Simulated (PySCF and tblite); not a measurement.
Values are calculated unless marked as measured or tabulated.
System: C₅H₉NS, numbered as in [CH3:1][C:2](=[S:3])/[CH:4]=[C:5](/[CH3:6])[NH2:7].

Motion: rotation about the C2–C4 bond (torsion C1–C2–C4–C5 from -180° to -3°, rising). GFN2-xTB gives an electronic barrier of 15.8 kcal/mol and a reaction energy of 7.3 kcal/mol.

Task: What does PBE0/pcSseg-1 + D3(BJ) give on GFN2-xTB geometries?

Result: A barrier of 19.3 kcal/mol, 3.5 above the tight-binding barrier (from unrounded values), a reaction energy of 10.3 kcal/mol and, with GFN2-xTB thermal terms, ΔG‡(298 K) = 19.7 kcal/mol and k = 0.043 s⁻¹ (2 equivalent paths).

Programs: tblite and PySCF.
